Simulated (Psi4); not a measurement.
C3H5O (SMILES [CH2]C(C)=O), doublet, geometry from GFN2-xTB; REVPBE/STO-3G (Psi4 1.11).

The Psi4 input:
```
memory 2 GB

molecule {
0 2
O     0.25330919    0.18526487    1.34222846
C     0.02968304    0.07476025    0.13791137
C    -0.05062688    1.20415478   -0.72149975
C    -0.17641726   -1.27365849   -0.51681359
H    -0.09467523   -2.06191954    0.22599761
H    -0.24658293    1.09726434   -1.77312897
H     0.08696299    2.19127942   -0.31616080
H     0.57208467   -1.42696415   -1.29166979
H    -1.16009640   -1.31331826   -0.98045393
}

set {
  basis sto-3g
  reference uks
}

energy('revpbe')
print_variables()
```

Task: What does Psi4 print? Leave out banner, timings and long lists.

Result: 
```
   => Loading Basis Set <=

    Name: STO-3G
    Role: ORBITAL
    Keyword: BASIS

         ---------------------------------------------------------
                                   SCF
               by Justin Turney, Rob Parrish, Andy Simmonett
                          and Daniel G. A. Smith
                              UKS Reference
         ---------------------------------------------------------

  ==> Geometry <==

    Molecular point group: c1
    Full point group: C1

    Geometry (in Angstrom), charge = 0, multiplicity = 2:

       Center              X                  Y                   Z               Mass
    ------------   -----------------  -----------------  -----------------  -----------------
         O            0.238678844842     0.158949503785     1.270407660511    15.994914619570
         C            0.015052694842     0.048444883785     0.066090570511    12.000000000000
         C           -0.065257225158     1.177839413785    -0.793320549489    12.000000000000
         C           -0.191047605158    -1.299973856215    -0.588634389489    12.000000000000
         H           -0.109305575158    -2.088234906215     0.154176810511     1.007825032230
         H           -0.261213275158     1.070948973785    -1.844949769489     1.007825032230
         H            0.072332644842     2.164964053785    -0.387981599489     1.007825032230
         H            0.557454324842    -1.453279516215    -1.363490589489     1.007825032230
         H           -1.174726745158    -1.339633626215    -1.052274729489     1.007825032230

  Running in c1 symmetry.

  Rotational constants: A =      0.36244  B =      0.31222  C =      0.17313 [cm^-1]
  Rotational constants: A =  10865.71049  B =   9360.10179  C =   5190.31081 [MHz]
  Nuclear repulsion =  112.598350279644507

  Charge       = 0
  Multiplicity = 2
  Electrons    = 31
  Nalpha       = 16
  Nbeta        = 15

  ==> Algorithm <==

  SCF Algorithm Type is DF.
  DIIS enabled.
  MOM disabled.
  Fractional occupation disabled.
  Guess Type is SAD.
  Energy threshold   = 1.00e-06
  Density threshold  = 1.00e-06
  Integral threshold = 1.00e-12

  ==> Primary Basis <==

  Basis Set: STO-3G
    Blend: STO-3G
    Number of shells: 17
    Number of basis functions: 25
    Number of Cartesian functions: 25
    Spherical Harmonics?: true
    Max angular momentum: 1

  ==> DFT Potential <==

   => LibXC <=

    Version 7.1.2
    S. Lehtola, C. Steigemann, M. J. T. Oliveira, and M. A. L. Marques,  SoftwareX 7, 1–5 (2018) (10.1016/j.softx.2017.11.002)

   => Composite Functional: REVPBE <=

    revPBE GGA Exchange-Correlation Functional

    Y. Zhang and W. Yang, Phys. Rev. Lett. 80, 890, 1998

    Deriv               =              1
    GGA                 =           TRUE
    Meta                =          FALSE

    Exchange Hybrid     =          FALSE
    MP2 Hybrid          =          FALSE

   => Exchange Functionals <=

    1.0000   XC_GGA_X_PBE_R

   => Correlation Functionals <=

    1.0000     XC_GGA_C_PBE

   => LibXC Density Thresholds  <==

    XC_GGA_C_PBE:  1.00E-12
    XC_GGA_X_PBE_R:  1.00E-15

   => Molecular Quadrature <=

    Radial Scheme          =       TREUTLER
    Pruning Scheme         =           NONE
    Nuclear Scheme         =       TREUTLER

    Blocking Scheme        =         OCTREE
    BS radius alpha        =              1
    Pruning alpha          =              1
    Radial Points          =             75
    Spherical Points       =            302
    Total Points           =         191865
    Total Blocks           =           1495
    Max Points             =            256
    Max Functions          =             25
    Weights Tolerance      =       1.00E-15

   => Loading Basis Set <=

    Name: (STO-3G AUX)
    Role: JKFIT
    Keyword: DF_BASIS_SCF

  ==> Integral Setup <==

  SCF_SUBTYPE=INCORE selected. In-core MEM_DF algorithm will be used.
  Using in-core AOs.

  ==> MemDFJK: Density-Fitted J/K Matrices <==

    J tasked:                   Yes
    K tasked:                    No
    wK tasked:                   No
    Algorithm:                 Core
    Schwarz Cutoff:           1E-12
    Mask sparsity (%):       0.9600
    Fitting Condition:        1E-10

   => Auxiliary Basis Set <=

  Basis Set: (STO-3G AUX)
    Blend: DEF2-UNIVERSAL-JKFIT
    Number of shells: 130
    Number of basis functions: 392
    Number of Cartesian functions: 460
    Spherical Harmonics?: true
    Max angular momentum: 4

  Minimum eigenvalue in the overlap matrix is 2.0768295768E-01.
  Reciprocal condition number of the overlap matrix is 8.7121930380E-02.
    Using symmetric orthogonalization.

  ==> Pre-Iterations <==

  SCF Guess: Superposition of Atomic Densities via on-the-fly atomic UHF (no occupation information).

   -------------------------
    Irrep   Nso     Nmo
   -------------------------
     A         25      25
   -------------------------
    Total      25      25
   -------------------------

  ==> Iterations <==

                           Total Energy        Delta E     RMS |[F,P]|

   @DF-UKS iter SAD:  -188.35588213054274   -1.88356e+02   0.00000e+00
   @DF-UKS iter   1:  -189.91574093606278   -1.55986e+00   1.11392e-02 DIIS/ADIIS
   @DF-UKS iter   2:  -189.03705743633674    8.78683e-01   4.74969e-02 DIIS/ADIIS
   @DF-UKS iter   3:  -189.94584948725031   -9.08792e-01   7.49129e-03 DIIS/ADIIS
   @DF-UKS iter   4:  -189.96381460901850   -1.79651e-02   2.37668e-03 DIIS/ADIIS
   @DF-UKS iter   5:  -189.96652530943805   -2.71070e-03   1.89191e-04 DIIS/ADIIS
   @DF-UKS iter   6:  -189.96657136484444   -4.60554e-05   7.88737e-05 DIIS
   @DF-UKS iter   7:  -189.96657589672679   -4.53188e-06   2.94156e-05 DIIS
   @DF-UKS iter   8:  -189.96657631809066   -4.21364e-07   8.72850e-06 DIIS
   @DF-UKS iter   9:  -189.96657635908721   -4.09966e-08   2.89800e-06 DIIS
   @DF-UKS iter  10:  -189.96657636420758   -5.12037e-09   1.54686e-06 DIIS
   @DF-UKS iter  11:  -189.96657636545291   -1.24533e-09   1.50404e-07 DIIS
  Energy and wave function converged.

  ==> Post-Iterations <==

   Electrons on quadrature grid:
      Nalpha   =   16.0000024269 ; deviation = 2.427e-06
      Nbeta    =   15.0000031613 ; deviation = 3.161e-06
      Ntotal   =   31.0000055882 ; deviation = 5.588e-06

   @Spin Contamination Metric:   1.411867514E-02
   @S^2 Expected:                7.500000000E-01
   @S^2 Observed:                7.641186751E-01
   @S   Expected:                5.000000000E-01
   @S   Observed:                5.000000000E-01

    Orbital Energies [Eh]
    ---------------------

    Alpha Occupied:

       1A    -18.515139     2A     -9.789099     3A     -9.729150
       4A     -9.725062     5A     -0.902750     6A     -0.656124
       7A     -0.597793     8A     -0.432976     9A     -0.375704
      10A     -0.351228    11A     -0.351104    12A     -0.295912
      13A     -0.261118    14A     -0.255028    15A     -0.134772
      16A     -0.085084

    Alpha Virtual:

      17A      0.089741    18A      0.350029    19A      0.365855
      20A      0.381190    21A      0.419455    22A      0.427290
      23A      0.446102    24A      0.545101    25A      0.653526

    Beta Occupied:

       1A    -18.509861     2A     -9.791059     3A     -9.725022
       4A     -9.718618     5A     -0.888936     6A     -0.644921
       7A     -0.581255     8A     -0.426485     9A     -0.368441
      10A     -0.348758    11A     -0.348627    12A     -0.293059
      13A     -0.246360    14A     -0.238848    15A     -0.074230

    Beta Virtual:

      16A     -0.049614    17A      0.122940    18A      0.355036
      19A      0.379300    20A      0.391694    21A      0.419585
      22A      0.432111    23A      0.450462    24A      0.555216
      25A      0.660091

    Final Occupation by Irrep:
              A
    DOCC [    15 ]
    SOCC [     1 ]
    NA   [    16 ]
    NB   [    15 ]

  @DF-UKS Final Energy:  -189.96657636545291

   => Energetics <=

    Nuclear Repulsion Energy =            112.5983502796445066
    One-Electron Energy =                -481.1740525342244155
    Two-Electron Energy =                 205.3535713968008167
    DFT Exchange-Correlation Energy =     -26.7444455076737988
    Empirical Dispersion Energy =           0.0000000000000000
    VV10 Nonlocal Energy =                  0.0000000000000000
    Total Energy =                       -189.9665763654529087

  UHF NO Occupations:
  HONO-2 :   14  A 1.9993247
  HONO-1 :   15  A 1.9941014
  HONO-0 :   16  A 1.0000000
  LUNO+0 :   17  A 0.0058986
  LUNO+1 :   18  A 0.0006753
  LUNO+2 :   19  A 0.0002288
  LUNO+3 :   20  A 0.0002037

Computation Completed

Properties will be evaluated at   0.000000,   0.000000,   0.000000 [a0]

Properties computed using the SCF density matrix

 Multipole Moments:

 ------------------------------------------------------------------------------------
     Multipole            Electronic (a.u.)      Nuclear  (a.u.)        Total (a.u.)
 ------------------------------------------------------------------------------------

 L = 1.  Multiply by 2.5417464519 to convert [e a0] to [Debye]
 Dipole X            :          0.7428896           -0.8570677           -0.1141780
 Dipole Y            :          1.5850369           -1.5415939            0.0434431
 Dipole Z            :          3.5560090           -4.2073709           -0.6513619
 Magnitude           :                                                    0.6627188

 ------------------------------------------------------------------------------------

  Variable Map:
  ----------------------------------------------------------------------------
  "CURRENT ENERGY"              =>    -189.966576365453
  "CURRENT REFERENCE ENERGY"    =>    -189.966576365453
  "DD SOLVATION ENERGY"         =>       0.000000000000
  "DFT FUNCTIONAL TOTAL ENERGY" =>    -189.966576365453
  "DFT TOTAL ENERGY"            =>    -189.966576365453
  "DFT VV10 ENERGY"             =>       0.000000000000
  "DFT XC ENERGY"               =>     -26.744445507674
  "GRID ELECTRONS ALPHA"        =>      16.000002426858
  "GRID ELECTRONS BETA"         =>      15.000003161338
  "GRID ELECTRONS TOTAL"        =>      31.000005588196
  "NUCLEAR REPULSION ENERGY"    =>     112.598350279645
  "ONE-ELECTRON ENERGY"         =>    -481.174052534224
  "PCM POLARIZATION ENERGY"     =>       0.000000000000
  "PE ENERGY"                   =>       0.000000000000
  "SCF ITERATION ENERGY"        =>    -189.966576365453
  "SCF ITERATIONS"              =>      11.000000000000
  "SCF TOTAL ENERGY"            =>    -189.966576365453
  "TWO-ELECTRON ENERGY"         =>     205.353571396801
  "XC GRID RADIAL POINTS"       =>      75.000000000000
  "XC GRID SPHERICAL POINTS"    =>     302.000000000000
  "XC GRID TOTAL POINTS"        =>  191865.000000000000

  Array Variable Map:
  ----------------------------------------------------------------------------
  "CURRENT DIPOLE"              =>      -0.114178037412 ... -0.651361903036 1 by 3
  "SCF DIPOLE"                  =>      -0.114178037412 ... -0.651361903036 1 by 3
  "SCF TOTAL ENERGIES"          =>    -188.355882130543 ... -189.966576365453 1 by 12
```
